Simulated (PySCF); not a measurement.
Orbital picture of NiH

PBEsol at R = 1.473 Å; PySCF, no relativity, basis sets Ni def2-TZVPP, H def2-TZVPP. State: ²Δ (doublet), unpaired electrons δ ↑. Only the outer orbitals are listed, counted within each symmetry.

```csv
spin,orbital,occ.,ε (eV),on Ni (%),main shells (%)
α,6σ,1,-8.00,57,"43 H s, 38 Ni d, 17 Ni s"
α,1δ,1,-7.45,100,100 Ni d
α,1δ,1,-6.31,100,100 Ni d
α,3π,1,-5.97,100,100 Ni d
α,3π,1,-5.97,100,100 Ni d
α,7σ,1,-5.34,90,"53 Ni d, 37 Ni s, 10 H s"
α,8σ,0,-2.67,75,"43 Ni s, 26 Ni p, 26 H s"
α,4π,0,-0.14,99,99 Ni p
α,4π,0,-0.14,99,99 Ni p
β,6σ,1,-7.78,49,"50 H s, 27 Ni d, 20 Ni s"
β,1δ,1,-5.79,100,100 Ni d
β,3π,1,-5.33,100,100 Ni d
β,3π,1,-5.33,100,100 Ni d
β,7σ,1,-4.79,96,"60 Ni d, 36 Ni s"
β,1δ,0,-4.93,100,100 Ni d
β,8σ,0,-2.56,76,"41 Ni s, 26 Ni p, 25 H s"
β,4π,0,-0.03,99,99 Ni p
```

Problem. Which are the highest filled and the lowest empty level, where do they sit, and how wide is the gap?

Solution. Highest filled β 7σ at -4.79 eV (in %: 60 Ni d, 36 Ni s); lowest empty β 1δ at -4.93 eV (in %: 100 Ni d); the gap at PBEsol is -0.14 eV.

* bond order (Mayer): 1.06
* ⟨S²⟩: 0.756
* charge on Ni (Mulliken, basis-dependent): 0.09
* charge on Ni (Löwdin, basis-dependent): 0.17
* dipole moment (positive dipole means Ni(−)H(+)): -2.08 D

Counting both spins, an empty level lies below a filled one in this solution, because spin and occupation are held. The state is the lowest single determinant that the PBE0 search found; with open d or f shells the true ground state can be another one.
